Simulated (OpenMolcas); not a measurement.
# Co⁴⁺: effect of the IPEA shift

| Property | Result |
| --- | --- |
| Program | OpenMolcas |
| Basis | ANO-RCC-VTZP [6s5p3d2f1g] |
| Scalar Hamiltonian | DKH2, point nucleus |
| Active space | 5 electrons in 5 orbitals (3d) |
| State averaging | 2S+1 = 6 even, 1 root; 2S+1 = 4 even, 24 roots kept (CI in the orbitals of an earlier block); 2S+1 = 2 even, 75 roots kept (CI in the orbitals of an earlier block) |
| Spin-orbit coupling | RASSI with atomic mean-field integrals over the reference wave functions, term energies averaged over their components |

Methods on the same reference wave functions:
A. CASSCF
B. MS-CASPT2, IPEA 0 Eh, imaginary shift 0.1 Eh (closed shells correlated: 3s 3p)
C. MS-CASPT2, IPEA 0.25 Eh, imaginary shift 0.1 Eh (closed shells correlated: 3s 3p)

Energies in eV above 3d⁵ ⁶S_5/2, the measured ground level; measured values from Sugar and Corliss, J. Phys. Chem. Ref. Data 10, 1097 (1981).

| Level | A | B | C | Measured |
| --- | --- | --- | --- | --- |
| 3d⁵ ⁶S_5/2 | 0.0000 | 0.0000 | 0.0000 | 0.0000 |
| 3d⁵ ⁴G_5/2 | 5.2877 | 4.911 | 4.917 |  |
| 3d⁵ ⁴G_7/2 | 5.2937 | 4.918 | 4.924 |  |
| 3d⁵ ⁴G_11/2 | 5.2952 | 4.920 | 4.926 | 4.6144 |
| 3d⁵ ⁴G_9/2 | 5.2972 | 4.922 | 4.928 |  |
| 3d⁵ ⁴P_5/2 | 6.0805 | 5.397 | 5.421 | 5.0528 |
| 3d⁵ ⁴P_3/2 | 6.0972 | 5.415 | 5.439 | 5.0698 |
| 3d⁵ ⁴P_1/2 | 6.1169 | 5.436 | 5.460 | 5.0863 |
| 3d⁵ ⁴D_7/2 | 6.5801 | 5.862 | 5.876 | 5.5432 |
| 3d⁵ ⁴D_1/2 | 6.5991 | 5.883 | 5.897 | 5.5678 |
| 3d⁵ ⁴D_3/2 | 6.6144 | 5.899 | 5.913 |  |
| 3d⁵ ⁴D_5/2 | 6.6179 | 5.903 | 5.917 |  |
| 3d⁵ ²I_11/2 | 7.5429 | 7.184 | 7.205 |  |
| 3d⁵ ²I_13/2 | 7.5572 | 7.201 | 7.222 |  |
| 3d⁵ ²D_5/2(1) [65 %] | 8.4512 | 7.541 | 7.600 | 7.0773 |
| 3d⁵ ²D_3/2(1) | 8.5678 | 7.638 | 7.696 | 7.1692 |
| 3d⁵ ²F_7/2(1) | 8.7533 | 7.889 | 7.943 | 7.3715 |
| 3d⁵ ⁴F_5/2 [63 %] | 8.8670 | 7.985 | 8.010 |  |
| 3d⁵ ⁴F_9/2 | 8.8731 | 7.987 | 8.003 | 7.5420 |
| 3d⁵ ⁴F_7/2 | 8.8870 | 8.001 | 8.018 | 7.5598 |
| 3d⁵ ⁴F_3/2 | 8.9279 | 8.037 | 8.057 |  |
| 3d⁵ ²H_9/2 [69 %] | 9.2720 | 8.541 | 8.592 | 8.0270 |
| 3d⁵ ²H_11/2 | 9.3270 | 8.637 | 8.687 | 8.0942 |
| 3d⁵ ²G_7/2(1) | 9.5919 | 8.698 | 8.749 | 8.2113 |

Deviations, from unrounded energies. A percentage is the sum of absolute deviations over the sum of measured energies, with the sign that they share, or ± where signs differ.

| Against measurement | Levels | A | B | C |
| --- | --- | --- | --- | --- |
| mean absolute deviation (cm-1) | 14 | 9500 | 3400 | 3600 |
| other terms of the ground configuration (%) | 14 | +17.9 | +6.4 | +6.9 |

B lies closest to measurement on these levels and A furthest from it. The largest miss of B in the table is 3d⁵ ²H_11/2, by +4400 cm-1. The ranking rests on the paired levels alone, and a cruder setting can come out closer through cancelling errors.

Between B and C the level of the table that moves most is 3d⁵ ²D_5/2(1) [65 %], by 480 cm-1 (lowest in B, highest in C). Moves below CASPT2's spread within the term are not significant.

The mean deviations of B to C differ by less than CASPT2's widest spread within a term (560 cm-1), so their order carries little weight.

From A to B the spin-free energies of the other terms of 3d⁵ shown, above ⁶S, scale by factors of 0.89 to 0.95, as is usual when dynamic correlation screens the repulsion within a d or f shell.

The lowest spin-free term lies below A's lowest term by 0.341 hartree in B, 0.334 hartree in C.

CASPT2 breaks the degeneracy within a term, and the mean is taken; among the terms shown or strongly mixed into the levels shown the widest spread is 560 cm-1 (3d⁵ ⁴F, C). Terms from blocks run as CI alone lack orbitals of their own. Without dynamic correlation excited terms often stand tens of per cent too high (terms of higher spin than the ground term too low), and those without a measured partner can miss by more than the paired ones (holds for A). Blocks of more than 70 roots (2S+1 = 2 even) ran without multistate coupling (holds for B; C). Some levels mix across a computed gap that differs much from the measured one, so their mixing is not that of the real levels (holds for C). Measured partners are found by configuration, term and J. A level has none where our copy of the source lacks it or the pairing is in doubt (some pairs that miss far off the trend of their configuration count as doubtful), and it then counts in no deviation. Levels of configurations outside the active space are missing. Levels that lie high or do not pair safely by name in every column are left out.

A share in square brackets marks a mixed level and gives the weight of the term that names it, the lowest over the columns. A number in round brackets counts repeated terms of one configuration in the order of the reference energies.
